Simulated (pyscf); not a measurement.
## [HN–Zr(Cl)(Cl)–Cl]• (SMILES [NH][Zr]([Cl])([Cl])[Cl]), doublet

Gas-phase minimum from PySCF at ωB97X-D3(BJ)/def2-SVP, one conformer. Other isomers of [HN–Zr(Cl)(Cl)–Cl]• were not searched in full and may lie lower. 

SMILES: [NH][Zr]([Cl])([Cl])[Cl]
```xyz
6

N      1.7095    -0.0252    -0.2669
Zr    -0.2373     0.3227    -0.2076
Cl    -0.5601     2.4816    -1.0293
Cl    -1.2673    -1.3408    -1.4773
Cl    -1.0011     0.2012     2.0018
H      2.7127    -0.2029    -0.2856
```
Charge 0, spin multiplicity 2.

Bonded distances (Å): N1–Zr2 1.979, N1–H6 1.019, Zr2–Cl3 2.332, Zr2–Cl4 2.333, Zr2–Cl5 2.341. Bond angles (°): Zr2–N1–H6 179.3, N1–Zr2–Cl3 106.8, N1–Zr2–Cl4 107.0, N1–Zr2–Cl5 109.9, Cl3–Zr2–Cl4 114.0, Cl3–Zr2–Cl5 109.6, Cl4–Zr2–Cl5 109.4.

Properties at ωB97X-D3(BJ)/def2-SVP:

- Harmonic wavenumbers, unscaled = 49, 92, 106, 123, 145, 354, 391, 422, 431, 540, 729, 3641 cm⁻¹
- Zero-point energy = 10.0 kcal/mol
- Rotational symmetry number = 1
- Entropy of this conformer at 298 K and 1 atm, rigid rotor and harmonic oscillator, modes under 100 cm⁻¹ raised to 100 = 392.0 J/(mol K)
- Dipole moment = 2.73 D
- Spin expectation value S2 = 0.755

Single-point totals, which compare only within one level:

```
level                   total energy (hartree)
----------------------  ----------------------
ωB97X-D3(BJ)/def2-TZVP             -1483.34751
PBE/def2-TZVP                      -1482.66991
r²SCAN/def2-TZVP                   -1483.19573
B3LYP-D3(BJ)/def2-TZVP             -1483.35909
PBE0-D3(BJ)/def2-TZVP              -1482.75989
M06-2X/def2-TZVP                   -1483.11599
ωB97M-D3(BJ)/def2-TZVP             -1483.40320
```

The lowest mode is so soft that the shape along it may change with the basis. Soft torsions are taken as harmonic, which can shift the entropy by several J/(mol K). Open-shell species with a d-block atom are single-reference here; other states, and whether the spin sits on metal or ligand, were not checked. Elements past Kr carry the def2 core potentials, without spin-orbit coupling.
